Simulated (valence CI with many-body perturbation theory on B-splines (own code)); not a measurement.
Values are calculated unless marked as measured or tabulated.
Cs6+: input, log and results

Method: configuration interaction combined with many-body perturbation theory (CI+MBPT): three valence electrons over a frozen Dirac-Fock core [Kr] 4d10, a basis of 5 s, 5 p, 5 d, 5 f, 2 g functions for each j, with the one-electron correlation potential Σ1 (screened to all orders), the two-electron term Σ2, the three-electron term Σ3, Breit, model QED; selected single and double excitations, second order for the rest, scaled by the run's own slope (own B-spline code, finite nucleus).

Command, and the settings that its task file holds:

```sh
python run_cv.py task.json out
```

```
atom Cs  Z=55  mass_number=133  rms_radius_fm=4.8041
core [Kr] 4d10
valence 5s2 5p1
avg = 1
basis = S
breit = 1
cap = 10000
capref = 1200
cscale = 1
de = 0.0
dress = 0
eps = 1e-06
extrap = 1
h = 0.27
hh = 1
l2 = 3
lcore = 6
maxit = 60
n2 = 5
natural = 1
nlev = 21
nno = [2, 2, 3, 3, 2]
nroot = 26
nsp = [3, 3, 2, 2, 0]
pt2 = 1
qed = 1
rpa = 1
s1 = 1
s2 = 1
s3 = 1
screen = 1
tol = 2e-05
whole = 1
```

It took 55 s on 1 thread of Arm Neoverse V2, on a shared host.

Log. The first blocks belong to the next ion, which gives the ionisation energy. Fields: 2J, parity (1 odd), roots, reference size, generating configurations, candidates as configurations/state functions, variational space P, stored matrix elements, Davidson steps; e2 is the range of second-order energies in hartree. The first line gives the box (bohr), its intervals, the orbitals and the steps of their self-consistent field. Window is the range of levels sought, series limit the energy at which the first omitted orbital would enter, core excitation an estimate of the first excitation out of the core, left out the lowest levels not solved, and shifts from estimates the range by which levels moved from their first estimate, all in cm⁻¹.

```
rmax 13.7 intervals 63 orbitals 39 references ['5s2 5p', '5s 5p2', '4f 5s2', '5s2 5d', '5p3'] scf 7 t 1.7
2J=0 par=0 roots 2 ref 17 generators 7 cand 94/94 P 87/87 nnz 0 it 0
2J=0 par=0 roots 2 ref 17 generators 14 cand 24/24 P 104/104 nnz 0 it 0
   second order: generators 21 cand 7/7 e2 -0.00000 -0.00000
reference levels 377, estimated 71, window 270861 1/cm; series limit 454886, core excitation 604145
2J=1 par=1 roots 2 ref 31 generators 9 cand 664/1031 P 1168/1721 nnz 0 it 1
2J=1 par=1 roots 2 ref 31 generators 28 cand 1813/2862 P 1168/1721 nnz 0 it 3
   second order: generators 52 cand 2692/4154 e2 -0.00005 -0.00001
2J=3 par=1 roots 4 ref 50 generators 13 cand 1034/2514 P 1227/2550 nnz 9.9e+05 it 2
2J=3 par=1 roots 4 ref 50 generators 42 cand 2774/6620 P 1228/2552 nnz 9.9e+05 it 3
   second order: generators 81 cand 3401/7835 e2 -0.00010 -0.00002
2J=1 par=0 roots 5 ref 27 generators 19 cand 1627/2557 P 883/1292 nnz 0 it 0
2J=1 par=0 roots 5 ref 27 generators 44 cand 2806/4362 P 883/1292 nnz 0 it 0
   second order: generators 97 cand 3170/4892 e2 -0.00008 -0.00002
2J=3 par=0 roots 6 ref 39 generators 15 cand 1442/3448 P 1166/2475 nnz 0 it 2
2J=3 par=0 roots 6 ref 39 generators 46 cand 3129/7256 P 1166/2475 nnz 0 it 4
   second order: generators 93 cand 3611/8383 e2 -0.00011 -0.00003
2J=5 par=0 roots 7 ref 40 generators 16 cand 1867/5341 P 1071/2540 nnz 1e+06 it 4
2J=5 par=0 roots 7 ref 40 generators 50 cand 3478/9595 P 1076/2548 nnz 1.1e+06 it 5
   second order: generators 93 cand 3901/10662 e2 -0.00019 -0.00012
2J=5 par=1 roots 3 ref 50 generators 12 cand 1673/4844 P 1082/2548 nnz 1e+06 it 2
2J=5 par=1 roots 3 ref 50 generators 37 cand 3180/8902 P 1087/2557 nnz 1e+06 it 4
   second order: generators 76 cand 3860/10527 e2 -0.00018 -0.00012
2J=7 par=1 roots 2 ref 41 generators 10 cand 1603/4749 P 1011/2537 nnz 1.1e+06 it 2
2J=7 par=1 roots 2 ref 41 generators 25 cand 2938/8493 P 1011/2537 nnz 1.1e+06 it 3
   second order: generators 61 cand 3669/10342 e2 -0.00011 -0.00006
2J=7 par=0 roots 5 ref 27 generators 12 cand 1605/4911 P 998/2530 nnz 1.1e+06 it 8
2J=7 par=0 roots 5 ref 27 generators 30 cand 2241/6906 P 999/2532 nnz 1.1e+06 it 4
   second order: generators 55 cand 3359/9833 e2 -0.00014 -0.00007
2J=9 par=0 roots 3 ref 16 generators 8 cand 1575/4494 P 768/1799 nnz 0 it 2
2J=9 par=0 roots 3 ref 16 generators 27 cand 2710/7747 P 771/1805 nnz 0 it 5
   second order: generators 52 cand 3338/9112 e2 -0.00015 -0.00008
2J=11 par=0 roots 1 ref 5 generators 2 cand 713/1957 P 276/586 nnz 0 it 0
2J=11 par=0 roots 1 ref 5 generators 6 cand 1582/4248 P 279/591 nnz 0 it 0
   second order: generators 13 cand 2106/5446 e2 -0.00011 -0.00011
left out: unestimated 385988, estimated 296820, shifts from estimates -6 to 2
operators 4.2
```

The Davidson iterations converged.

Set against measurement, 21 paired levels are off by 387 cm⁻¹ on average, the worst by 912. These come from a selection out of Sansonetti, J. Phys. Chem. Ref. Data 38, 761 (2009). Levels without a partner in it may be off by more, other configurations by several thousand cm⁻¹.

- Valence energy: -11.75049 hartree
- Ionisation energy: 83.312 eV (NIST: 82.9 ± 2 eV (theoretical))
- Reference configurations for the orbitals: 5s2 5p, 5s 5p2, 4f 5s2, 5s2 5d, 5p3
- Radial orbitals: 39
- Box radius: 13.7 bohr
- Largest variational space: 2557
- Lowest levels: 5s2.5p 2P°_1/2 0.000, 5s2.5p 2P°_3/2 2.403, 5s.5p2 4P_1/2 12.879, 5s.5p2 4P_3/2 14.119, 5s.5p2 4P_5/2 15.118, 5s.5p2 2D_3/2 17.497, 5s.5p2 2D_5/2 18.234, 5s.5p2 2P_1/2 19.659, 4f.5s2 2F°_5/2 20.752, 4f.5s2 2F°_7/2 20.849, 5s.5p2 2S_1/2 22.133, 5s.5p2 2P_3/2 22.307, 5s2.5d 2D_3/2 25.614, 5s2.5d 2D_5/2 25.965 eV

Names give the largest LS component (configuration and term), which can be under half, so a name can repeat, a term be missing and a line seem to break the LS rules; names also repeat where a configuration has a term twice.
